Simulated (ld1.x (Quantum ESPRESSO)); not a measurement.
**Building the TM potential for cadmium (PW91, scalar-relativistic).**

| Property | Result |
| --- | --- |
| Element | Cd |
| Generator | ld1.x (Quantum ESPRESSO) 7.5 |
| Type | norm-conserving Troullier–Martins (Kleinman–Bylander form) |
| Functional | PW91 |
| Relativity | scalar-relativistic |
| Frozen core | [Ar] 3d10 4s2 |
| Valence charge | 18 |
| Reference configuration | 4p6 4d10 5s1.75 5p0 (charge +0.25) |
| Partial waves | 5s (bound): rc 1.95 bohr; 4p (bound): rc 1.70 bohr; 4d (bound): rc 1.45 bohr; 4f channel at -0.1 Ry: rc 1.70 bohr |
| Local potential | all-electron potential smoothed inside 1.20 bohr (lloc = -1) |
| Core correction | Bessel-smoothed model core, default radius (core density twice the valence density) |

All-electron outer shells of the reference configuration (PW91, scalar-relativistic, ld1.x):

```
shell  level (eV)  outermost node (bohr)  outermost maximum (bohr)
   3d     -395.89                      –                      0.27
   4s     -108.05                   0.43                      0.79
   4p      -69.10                   0.43                      0.84
   4d      -13.86                   0.42                      0.98
   5s       -7.48                   1.06                      2.29
   5p       -2.65                   1.19                      3.13
```

(1) Estimate the cutoffs (Ry, on a coarse ladder) from which the occupation-weighted sum of valence levels, in a spherical-Bessel basis at the reference potential, stays within 10 and 1 mRy of its value at 400 Ry.

(2) Does the potential have ghost states?

(3) Which valence shell sets the plane-wave cutoff?

(4) Tests: 4p6 4d10 5s2 5p0; 4p6 4d10 5s1 5p0; 4p6 4d10 5s0 5p0; 4p6 4d10 5s1.5 5p0; 4p6 4d9 5s0 5p0; 4p6 4d10 5s0 5p2; 4p6 4d10 5s0 5p1. Which has the largest error in its energy relative to the reference configuration, and how large is it?

Results:

(1) 80 Ry and 120 Ry.

(2) Ghost state, extra bound levels that the all-electron valence spectrum of the same l lacks: s at -205.5 eV. A true bound ghost makes a file unfit for plane-wave use.

(3) 4d: its level needs 80 Ry to come within 1 mRy, against 45 Ry for 4p.

(4) 4p6 4d10 5s0 5p2, with +151 meV (all-electron minus pseudo) on +8.09 eV.
